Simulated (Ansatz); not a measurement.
C2H4ClFSi can be A, `F[C@H]1[SiH2][C@@H]1Cl`, or B, `F[C@H]1C[Si@@H]1Cl`.

Gas-phase electronic energies from Ansatz, PBE0-D4/def2-TZVP geometries. CCSD(T)/CBS is the MP2 limit (def2-TZVPP, def2-QZVPP) plus CCSD(T) − MP2 in def2-TZVPP, frozen cores. Functionals use def2-TZVPP. B3LYP here is the variant with VWN-RPA as its local correlation; programs differ in this.

(1) Which isomer does CCSD(T)/CBS put lower? Give the gap. (Best estimate.)

(2) Give E(B) − E(A) in kJ/mol with MP2/def2-TZVPP, HF/def2-TZVPP, B2PLYP, B3LYP-D4, PBE-D4, CCSD(T)/def2-TZVPP, CCSD/def2-TZVPP. (Estimate.)

Largest T1 diagnostic: 0.012.

Results:

(1) Ansatz gave: B, by 162.5 kJ/mol.

(2) The calculation gave: MP2/def2-TZVPP -165.3, HF/def2-TZVPP -170.2, B2PLYP -162.0, B3LYP-D4 -158.5, PBE-D4 -153.8, CCSD(T)/def2-TZVPP -160.8, CCSD/def2-TZVPP -163.1. None reverses the order clearly.

In def2-TZVPP, CCSD(T) changes the Hartree–Fock value by +9.3 kJ/mol (the triples alone add +2.2 kJ/mol) and MP2 by +4.8 kJ/mol. From PBE to PBE0 (25 % exact exchange), in def2-TZVPP and without D4, E(B) − E(A) moves by −6.3 kJ/mol.
